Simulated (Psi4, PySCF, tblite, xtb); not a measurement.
Two rigid molecules brought together: H2 ··· C3H6 (SMILES [H][H] and C1CC1), singlet. Monomers: optimised at B3LYP-D3(BJ) (def2-TZVP), held rigid. Orientation: lowest of the rigid-body minima from ten starts at GFN2-xTB. Only R, the distance of the centres of mass, is varied, so the lowest point isn't the relaxed dimer.

RKS-M06-2X/6-31G* = restricted M06-2X/6-31G*, spherical d, no counterpoise correction (PySCF 2.14.0); GFN1-xTB (xtb); GFN2-xTB (tblite); SAPT0/jun-cc-pVDZ, frozen core (Psi4).

Interaction energies in kcal/mol; the last columns give the difference from SAPT0:

```csv
R / Å,RKS-M06-2X/6-31G*,GFN1-xTB,GFN2-xTB,SAPT0/jun-cc-pVDZ,RKS-M06-2X/6-31G* − SAPT0/jun-cc-pVDZ,GFN1-xTB − SAPT0/jun-cc-pVDZ,GFN2-xTB − SAPT0/jun-cc-pVDZ
3.10,0.16,1.94,0.67,1.22,-1.05,0.72,-0.55
3.35,-0.67,0.53,-0.23,0.11,-0.78,0.42,-0.34
3.51,-0.79,0.12,-0.43,-0.19,-0.59,0.32,-0.23
3.73,-0.74,-0.12,-0.49,-0.34,-0.40,0.22,-0.15
3.92,-0.64,-0.19,-0.46,-0.35,-0.30,0.16,-0.11
4.14,-0.53,-0.20,-0.39,-0.30,-0.23,0.10,-0.09
4.40,-0.41,-0.17,-0.31,-0.24,-0.18,0.06,-0.08
4.70,-0.28,-0.14,-0.23,-0.17,-0.11,0.03,-0.06
5.25,-0.10,-0.08,-0.13,-0.09,-0.01,0.01,-0.04
5.91,-0.02,-0.04,-0.07,-0.04,0.02,0.00,-0.02
6.93,-0.01,-0.02,-0.03,-0.02,0.01,0.00,-0.01
8.27,0.00,0.00,-0.01,-0.01,0.00,0.00,0.00
```

RKS-M06-2X/6-31G* is furthest from SAPT0/jun-cc-pVDZ at 3.10 (-1.05 kcal/mol, below); its mean absolute difference over the points is 0.31 kcal/mol.

GFN1-xTB is furthest from SAPT0/jun-cc-pVDZ at 3.10 (0.72 kcal/mol, above); its mean absolute difference over the points is 0.17 kcal/mol.

GFN2-xTB is furthest from SAPT0/jun-cc-pVDZ at 3.10 (-0.55 kcal/mol, below); its mean absolute difference over the points is 0.14 kcal/mol.
